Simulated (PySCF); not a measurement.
# BeI: everyday levels beside a composite calculation

PySCF; the state is a doublet (σ ↑). The composite is CCSD(T) extrapolated to the basis-set limit from two correlation-consistent sets, with core-valence (CV) and scalar-relativistic (SR) terms as its label shows; it has no spin–orbit coupling and nothing beyond (T). Here it is CCSD(T)/CBS(TQ)+CV. It gives Re = 2.177 Å, ωe = 619 cm⁻¹ and De = 2.61 eV to Be + I.

```
      level                       basis                           relativity  Re (Å)  ωe (cm⁻¹)  De (eV)
        UHF                  def2-TZVPP  scalar-relativistic core potentials   2.212        604     2.31
    UHF-MP2                  x2c-SVPall                        spin-free X2C   2.228        603     2.65
UHF-SCS-MP2                  def2-TZVPP  scalar-relativistic core potentials   2.201        602     2.54
UHF-CCSD(T)                  def2-TZVPP  scalar-relativistic core potentials   2.205        596     2.30
        LDA                    def2-SVP  scalar-relativistic core potentials   2.196        600     3.29
        PBE  aug-cc-pVDZ/aug-cc-pVDZ-PP  scalar-relativistic core potentials   2.200        598     2.95
     PBEsol                  def2-TZVPP  scalar-relativistic core potentials   2.191        595     3.09
       MN15                    def2-SVP  scalar-relativistic core potentials   2.203        600     2.63
  BHandHLYP                  def2-TZVPP  scalar-relativistic core potentials   2.190        605     2.58
     B2PLYP                    def2-SVP  scalar-relativistic core potentials   2.215        595     2.58
```

Problem. Give the difference of each row from the composite.

Solution. 

```tsv
level	basis	ΔRe (pm)	Δωe (%)	ΔDe (eV)
UHF	def2-TZVPP	+3.5	-2.4	-0.30
UHF-MP2	x2c-SVPall	+5.1	-2.6	+0.04
UHF-SCS-MP2	def2-TZVPP	+2.4	-2.7	-0.07
UHF-CCSD(T)	def2-TZVPP	+2.8	-3.7	-0.31
LDA	def2-SVP	+1.9	-3.1	+0.68
PBE	aug-cc-pVDZ/aug-cc-pVDZ-PP	+2.3	-3.4	+0.34
PBEsol	def2-TZVPP	+1.4	-3.9	+0.48
MN15	def2-SVP	+2.6	-3.1	+0.02
BHandHLYP	def2-TZVPP	+1.3	-2.3	-0.03
B2PLYP	def2-SVP	+3.8	-3.9	-0.03
```

Problem. Which rows come closest in De?

Solution. MN15 in def2-SVP (+0.02 eV); BHandHLYP in def2-TZVPP (-0.03 eV); B2PLYP in def2-SVP (-0.03 eV), counted from the composite.

Correlated steps freeze the inner cores (4 to 18 orbitals); shallow outer-core shells are correlated. Correlated levels converge slowly with the basis: in double zeta they bind strong bonds too weakly, by up to about 1 eV, and carry superposition errors of some tenths. These are scalar-relativistic numbers at best; spin–orbit coupling would shift them, the dissociation energy most. B2PLYP dipoles, levels and charges come from its SCF part alone. The state was picked by a PBE0 search and need not be the measured ground state.
